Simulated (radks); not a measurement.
Values are calculated unless marked as measured or tabulated.
Species: Mo5+. Configuration: [Kr] 4d1.

Code: a radial shooting solver on a logarithmic mesh with Libxc functionals. Model: Dirac Kohn-Sham, exchange-only PBE, spin-unpolarised, spherical densities, finite nucleus; open shells fill j = l - 1/2 first; Fermi nuclear charge, rms radius 4.4091 fm.

Energy parts (Ry):
total: -8084.01111
kinetic: 8386.76477
electron-nucleus: -19360.21213
Hartree: 3128.84597
exchange: -239.40972

Orbitals (lengths in bohr, moments of r in powers of bohr; r(max) is where P^2 peaks; r(90%) holds 90 % of the orbital's charge):
orbital  occ.  eigenvalue (Ry)      <r^4>  r(90%)   r(max)
1s1/2       2        -1461.068  7.208e-06  0.0630  0.02287
2s1/2       2        -210.4716   0.001333   0.237   0.1297
2p1/2       2        -194.0167  0.0008858   0.214   0.1009
2p3/2       4        -186.1838  0.0009917   0.220   0.1048
3s1/2       2        -39.75718    0.06869   0.634   0.3837
3p1/2       2        -33.49927    0.07111   0.640   0.3708
3p3/2       4        -32.20747    0.07813   0.655   0.3802
3d3/2       4        -21.15034    0.08124   0.660   0.3206
3d5/2       6        -20.90534    0.08374   0.665   0.3233
4s1/2       2         -9.25786      2.535    1.56   0.9789
4p1/2       2         -7.41224      3.550    1.70    1.036
4p3/2       4         -7.20845      3.857    1.73    1.058
4d3/2       1         -4.39307      9.714    2.20    1.239
4d5/2       0         -4.36674      9.937    2.21    1.247
5s1/2       0         -3.44977      56.18    3.37    2.271
5p1/2       0         -2.91044      83.13    3.72    2.501
5p3/2       0         -2.86449      87.99    3.77    2.542

The highest occupied level is 4d3/2 at -59.771 eV. The density falls to 0.001 e/bohr^3 at r = 2.82 bohr. Summed over all electrons, <r^2> = 18.46 bohr^2, which gives a Langevin (diamagnetic) susceptibility term of -14.6 x 10^-6 cm^3/mol.
